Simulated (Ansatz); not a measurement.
Cr₂B₂. Total charge 0; singlet. Geometry r2SCAN-D4/def2-SVP; atoms count from 1.

```xyz
4

Cr   -1.0894   -0.5004   -0.1180
Cr   -0.2864    1.0446    0.5272
B     0.6092    0.0683   -0.9217
B     0.7666   -0.6124    0.5126
```

The restricted singlet is unstable: a solution with broken spin symmetry lies lower. At PBE0-D4/def2-TZVP a triplet of charge 0 lies 4.42 eV below the restricted singlet, each at its own geometry. Another isomer (singlet) lies 0.12 eV lower at PBE0-D4/def2-TZVP.

(1) Estimate the Mulliken populations from the PBE0/def2-TZVP orbitals of Ansatz.

(2) And the Mayer bond orders between heavy atoms (over 0.3)?

## Answers

(1) 
```json
{"atom": "Cr1", "charge (e)": "0.32", "d electrons": "4.70"}
{"atom": "Cr2", "charge (e)": "0.35", "d electrons": "4.71"}
{"atom": "B3", "charge (e)": "-0.33", "d electrons": "–"}
{"atom": "B4", "charge (e)": "-0.33", "d electrons": "–"}
```
Mulliken values depend strongly on the basis.

(2) Cr1–Cr2 3.25 (1.86 Å); Cr1–B3 1.28 (1.96 Å); Cr1–B4 1.28 (1.96 Å); Cr2–B3 0.91 (1.96 Å); Cr2–B4 0.91 (1.96 Å); B3–B4 1.12 (1.60 Å).
